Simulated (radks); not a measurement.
All-electron atom: Au37+ in [Kr] 4d6 (the NIST ground configuration). Calculated with a radial shooting solver on a logarithmic mesh with Libxc functionals: Dirac Kohn-Sham, PBE, spin-unpolarised, spherical densities, point nucleus; open shells are shared between the two j in proportion to 2j + 1.

X-ray form factor f0, the Fourier transform of the density (f0(0) = 42):

| sin(theta)/lambda (1/angstrom) | f0 (electrons) |
|---|---|
| 0.05 | 41.944 |
| 0.1 | 41.775 |
| 0.15 | 41.496 |
| 0.2 | 41.112 |
| 0.25 | 40.626 |
| 0.3 | 40.045 |
| 0.4 | 38.630 |
| 0.5 | 36.937 |
| 0.6 | 35.042 |
| 0.8 | 30.968 |
| 1 | 26.978 |
| 1.25 | 22.679 |
| 1.5 | 19.383 |
| 2 | 15.153 |
